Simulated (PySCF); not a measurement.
SMILES C[Si]([CH2][Al]([OH])[OH])(C)C (GFN2-xTB optimised geometry):

```
21

Si     1.049     0.944     0.000
C      2.960     0.944     0.000
C      0.409     2.741     0.000
C      0.427     0.066    -1.575
C      0.348     0.003     1.502
Al    -1.394    -0.745     0.883
O     -2.632     0.317     0.654
O     -1.508    -2.366     0.610
H      3.352     1.466    -0.867
H      3.354     1.436     0.883
H      3.357    -0.066    -0.018
H     -0.675     2.754     0.051
H      0.707     3.275    -0.897
H      0.785     3.298     0.852
H      1.024    -0.809    -1.812
H     -0.597    -0.277    -1.389
H      0.411     0.705    -2.452
H      1.028    -0.792     1.804
H      0.250     0.683     2.346
H     -3.357     0.907     0.519
H     -1.509    -3.298     0.456
```

Method: PBE0/def2-SVP (PySCF 2.14.0).

Q: What are the frontier orbital energies and the dipole moment?

A: HOMO-2 -8.19 eV, HOMO-1 -8.08 eV, HOMO -7.19 eV, LUMO 0.55 eV, LUMO+1 1.26 eV; dipole moment 0.84 D.

On the same geometry PBE/def2-SVP run with PySCF 2.14.0 gives HOMO-2 -6.78 eV, HOMO-1 -6.54 eV, HOMO -5.91 eV, LUMO -0.30 eV, LUMO+1 0.43 eV; dipole moment 0.84 D.

Meta-Löwdin charges at PBE0/def2-SVP: Si1 0.89, C2 -0.55, C3 -0.55, C4 -0.55, C5 -0.72, Al6 1.04, O7 -0.74, O8 -0.74, H9 0.11, H10 0.11, H11 0.11, H12 0.11, H13 0.11, H14 0.11, H15 0.12, H16 0.10, H17 0.12, H18 0.12, H19 0.12, H20 0.35, H21 0.35.
